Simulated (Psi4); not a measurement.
C$_{3}$H$_{9}$In, charge -1, doublet, geometry from GFN2-xTB (such geometries of metal compounds can be far from the true shape) (a state made from the parent by changing its charge; the spin is typed, not shown lowest) (all electrons, no relativity) (a gas-phase anion, which may not be bound at this level); BHHLYP/STO-3G (Psi4).

The Psi4 input:
```
memory 2 GB

molecule mol {
-1 2
  In    0.228952   -0.168076   -0.263510
  C    -1.809265   -1.275793    0.168211
  H    -2.459644   -1.350565   -0.709337
  H    -2.339481   -0.683076    0.919926
  H    -1.686030   -2.285571    0.572841
  C    -0.482777    2.024802   -0.758903
  H     0.337781    2.743988   -0.848484
  H    -1.112623    2.347803    0.075698
  H    -1.084038    2.096708   -1.670979
  C     1.164694    0.078097    1.888590
  H     2.060551    0.707246    1.905510
  H     1.420745   -0.871217    2.370051
  H     0.408171    0.567788    2.509391
}

set basis sto-3g
set reference uks
set scf_type pk
set puream true
set d_convergence 1e-8
set dft_radial_points 99
set dft_spherical_points 590

energy('bhhlyp')
print_variables()
```

Output, abridged:

```
   => Loading Basis Set <=

    Name: STO-3G
    Role: ORBITAL
    Keyword: BASIS

         ---------------------------------------------------------
                                   SCF
               by Justin Turney, Rob Parrish, Andy Simmonett
                          and Daniel G. A. Smith
                              UKS Reference
         ---------------------------------------------------------

  ==> Geometry <==

    Molecular point group: c1
    Full point group: C1

    Geometry (in Angstrom), charge = -1, multiplicity = 2:

       Center              X                  Y                   Z               Mass
    ------------   -----------------  -----------------  -----------------  -----------------
         IN           0.177131979505    -0.130016161450    -0.203882750119   114.903878776000
         C           -1.861085020495    -1.237733161450     0.227838249881    12.000000000000
         H           -2.511464020495    -1.312505161450    -0.649709750119     1.007825032230
         H           -2.391301020495    -0.645016161450     0.979553249881     1.007825032230
         H           -1.737850020495    -2.247511161450     0.632468249881     1.007825032230
         C           -0.534597020495     2.062861838550    -0.699275750119    12.000000000000
         H            0.285960979505     2.782047838550    -0.788856750119     1.007825032230
         H           -1.164443020495     2.385862838550     0.135325249881     1.007825032230
         H           -1.135858020495     2.134767838550    -1.611351750119     1.007825032230
         C            1.112873979505     0.116156838550     1.948217249881    12.000000000000
         H            2.008730979505     0.745305838550     1.965137249881     1.007825032230
         H            1.368924979505    -0.833157161450     2.429678249881     1.007825032230
         H            0.356350979505     0.605847838550     2.569018249881     1.007825032230

  Running in c1 symmetry.

  Rotational constants: A =      0.11109  B =      0.11012  C =      0.07528 [cm^-1]
  Rotational constants: A =   3330.44273  B =   3301.41080  C =   2256.81959 [MHz]
  Nuclear repulsion =  338.939603270289524

  Charge       = -1
  Multiplicity = 2
  Electrons    = 77
  Nalpha       = 39
  Nbeta        = 38

  ==> Algorithm <==

  SCF Algorithm Type is PK.
  DIIS enabled.
  MOM disabled.
  Fractional occupation disabled.
  Guess Type is SAD.
  Energy threshold   = 1.00e-06
  Density threshold  = 1.00e-08
  Integral threshold = 1.00e-12

  ==> Primary Basis <==

  Basis Set: STO-3G
    Blend: STO-3G
    Number of shells: 29
    Number of basis functions: 51
    Number of Cartesian functions: 53
    Spherical Harmonics?: true
    Max angular momentum: 2

  ==> DFT Potential <==

   => LibXC <=

    Version 7.1.2
    S. Lehtola, C. Steigemann, M. J. T. Oliveira, and M. A. L. Marques,  SoftwareX 7, 1–5 (2018) (10.1016/j.softx.2017.11.002)

   => Composite Functional: BHANDHLYP <=

    BHandHLYP Hyb-GGA Exchange-Correlation Functional

    A. D. Becke,  J. Chem. Phys. 98, 1372 (1993) (10.1063/1.464304)
    Defined through Gaussian implementation.

    Deriv               =              1
    GGA                 =           TRUE
    Meta                =          FALSE

    Exchange Hybrid     =           TRUE
    MP2 Hybrid          =          FALSE

   => Exchange Functionals <=

    0.5000         Becke 88

   => Exact (HF) Exchange <=

    0.5000               HF

   => Correlation Functionals <=

    1.0000   Lee, Yang & Parr

   => LibXC Density Thresholds  <==

    XC_HYB_GGA_XC_BHANDHLYP:  1.00E-15

   => Molecular Quadrature <=

    Radial Scheme          =       TREUTLER
    Pruning Scheme         =           NONE
    Nuclear Scheme         =       TREUTLER

    Blocking Scheme        =         OCTREE
    BS radius alpha        =              1
    Pruning alpha          =              1
    Radial Points          =             99
    Spherical Points       =            590
    Total Points           =         710720
    Total Blocks           =           4950
    Max Points             =            256
    Max Functions          =             48
    Weights Tolerance      =       1.00E-15

  ==> Integral Setup <==

  Using in-core PK algorithm.
   Calculation information:
      Number of atoms:                  13
      Number of AO shells:              29
      Number of primitives:             87
      Number of atomic orbitals:        53
      Number of basis functions:        51

      Integral cutoff                 1.00e-12
      Number of threads:                 1

  Performing in-core PK
  Using 1759602 doubles for integral storage.
  We computed 85713 shell quartets total.
  Whereas there are 94830 unique shell quartets.

  ==> DiskJK: Disk-Based J/K Matrices <==

    J tasked:                  Yes
    K tasked:                  Yes
    wK tasked:                  No
    Schwarz Cutoff:          1E-12

  Minimum eigenvalue in the overlap matrix is 2.4082624925E-01.
  Reciprocal condition number of the overlap matrix is 1.0567828743E-01.
    Using symmetric orthogonalization.

  ==> Pre-Iterations <==

  SCF Guess: Superposition of Atomic Densities via on-the-fly atomic UHF (no occupation information).

   -------------------------
    Irrep   Nso     Nmo
   -------------------------
     A         51      51
   -------------------------
    Total      51      51
   -------------------------

  ==> Iterations <==

                        Total Energy        Delta E     RMS |[F,P]|

   @UKS iter SAD: -5798.08528070738430   -5.79809e+03   0.00000e+00
   @UKS iter   1: -5802.66270736922797   -4.57743e+00   1.22695e-02 ADIIS/DIIS
   @UKS iter   2: -5803.05608426424988   -3.93377e-01   6.32439e-03 ADIIS/DIIS
   @UKS iter   3: -5803.13236605140810   -7.62818e-02   1.30750e-03 ADIIS/DIIS
   @UKS iter   4: -5803.13538032002907   -3.01427e-03   1.00776e-04 ADIIS/DIIS
   @UKS iter   5: -5803.13541628620442   -3.59662e-05   2.01541e-05 DIIS
   @UKS iter   6: -5803.13541930200790   -3.01580e-06   7.45125e-06 DIIS
   @UKS iter   7: -5803.13541981900198   -5.16994e-07   2.15936e-06 DIIS
   @UKS iter   8: -5803.13541984365565   -2.46537e-08   9.99035e-07 DIIS
   @UKS iter   9: -5803.13541984676158   -3.10592e-09   1.27577e-07 DIIS
   @UKS iter  10: -5803.13541984688618   -1.24601e-10   4.43343e-08 DIIS
   @UKS iter  11: -5803.13541984689891   -1.27329e-11   5.91740e-09 DIIS
  Energy and wave function converged.

  ==> Post-Iterations <==

   Electrons on quadrature grid:
      Nalpha   =   39.0000004508 ; deviation = 4.508e-07
      Nbeta    =   38.0000004447 ; deviation = 4.447e-07
      Ntotal   =   77.0000008954 ; deviation = 8.954e-07

   @Spin Contamination Metric:   5.510626518E-04
   @S^2 Expected:                7.500000000E-01
   @S^2 Observed:                7.505510627E-01
   @S   Expected:                5.000000000E-01
   @S   Observed:                5.000000000E-01

    Orbital Energies [Eh]
    ---------------------

    Alpha Occupied:

[...]
    Alpha Virtual:

[...]
    Beta Occupied:

[...]
    Beta Virtual:

[...]
      51A      0.806584

    Final Occupation by Irrep:
              A
    DOCC [    38 ]
    SOCC [     1 ]
    NA   [    39 ]
    NB   [    38 ]

  @UKS Final Energy: -5803.13541984689891

   => Energetics <=

    Nuclear Repulsion Energy =            338.9396032702895241
    One-Electron Energy =               -8726.0268947582972032
    Two-Electron Energy =                2673.8986563606745221
    DFT Exchange-Correlation Energy =     -89.9467847195660966
    Empirical Dispersion Energy =           0.0000000000000000
    VV10 Nonlocal Energy =                  0.0000000000000000
    Total Energy =                      -5803.1354198468998220

  UHF NO Occupations:
  HONO-2 :   37  A 1.9999465
  HONO-1 :   38  A 1.9998474
  HONO-0 :   39  A 1.0000000
  LUNO+0 :   40  A 0.0001526
  LUNO+1 :   41  A 0.0000535
  LUNO+2 :   42  A 0.0000530
  LUNO+3 :   43  A 0.0000032

Computation Completed

Properties will be evaluated at   0.000000,   0.000000,   0.000000 [a0]

Properties computed using the SCF density matrix

 Multipole Moments:

 ------------------------------------------------------------------------------------
     Multipole            Electronic (a.u.)      Nuclear  (a.u.)        Total (a.u.)
 ------------------------------------------------------------------------------------

 L = 1.  Multiply by 2.5417464519 to convert [e a0] to [Debye]
 Dipole X            :          7.9807195           -7.4423643            0.5383552
 Dipole Y            :         -5.8621634            5.4661532           -0.3960101
 Dipole Z            :         -9.1826320            8.5636454           -0.6189866
 Magnitude           :                                                    0.9109307

 ------------------------------------------------------------------------------------

  Variable Map:
  ----------------------------------------------------------------------------
[...]
  Array Variable Map:
  ----------------------------------------------------------------------------
[...]
[...]
```
